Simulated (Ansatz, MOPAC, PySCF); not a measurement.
HCl (SMILES Cl) and GeH4 (SMILES [GeH4]) are pulled apart as rigid monomers along the line of their centres of mass, from the B3LYP-D3(BJ)/def2-TZVP minimum. Starting geometry (charge 0, multiplicity 1):
```xyz
7

Cl    -0.442     0.893    -0.641
H     -0.268     0.015     0.281
Ge     0.003    -0.054     3.326
H      0.162    -0.975     4.542
H      0.002    -0.926     2.053
H      1.175     0.932     3.247
H     -1.327     0.706     3.404
```

Interaction energies with rigid monomers; basis-set methods are counterpoise corrected unless marked otherwise.

The state that PM3 reach isn't checked.

Codes used: Ansatz (a first-principles code); MOPAC for PM3 (differences of heats of formation); PySCF for the dispersion terms. 

```csv
H2···H5 (Å),PM3 (kJ/mol),PBE-D3(BJ)/def2-TZVPPD (kJ/mol),r2SCAN-D4/def2-TZVPPD (kJ/mol),PBE0-D3(BJ)/def2-TZVPPD (kJ/mol),wB97M-V/def2-TZVPPD (kJ/mol)
1.83,-10.2,-6.3,-3.4,-5.0,-2.2
2.02,-5.9,-6.7,-4.3,-5.8,-3.8
2.32,-3.8,-5.7,-3.8,-5.1,-3.7
2.82,-1.8,-3.4,-2.2,-3.2,-2.3
3.61,[?],-1.3,-0.8,[?],-0.9
```

**Question.** What belongs in the gaps?

**Answer.** 
- 3.61, PM3 (kJ/mol): -0.5
- 3.61, PBE0-D3(BJ)/def2-TZVPPD (kJ/mol): -1.2
